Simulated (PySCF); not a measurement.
**Dipole response of Mo (molybdenum, neutral)**

[Kr] 4d5 5s1, high-spin 7S determinant. All numbers are calculated (PySCF 2.14, a scalar-relativistic core potential, in aug-cc-pV5Z-PP with ECP28MDF). Coupled (time-dependent) response in atomic units; α is the mean over directions.

```
method  mean α (bohr³)  C₆ (like pair)  S(−4)
   UHF           108.6            1205   8132
```

S(−4) is the Cauchy moment in α(ω) = α(0) + S(−4) ω² + …

Reference α: 87 ± 6 bohr³ (recommended; Schwerdtfeger and Nagle, table of static dipole polarizabilities (2023 update)). Published C₆: 1030 (Gould and Bucko (2016)).

Hartree-Fock lies above the reference because it lacks correlation, which contracts the outer shell.

α(iu) at UHF:

```tsv
u (hartree)	α(iu) (bohr³)
0	108.6
0.0500	92.03
0.100	65.48
0.200	34.79
0.300	22.30
0.500	12.60
0.750	7.933
1.00	5.616
1.50	3.313
2.00	2.193
3.00	1.155
5.00	0.4718
```

Energies and moments cover only the electrons outside the core potential.
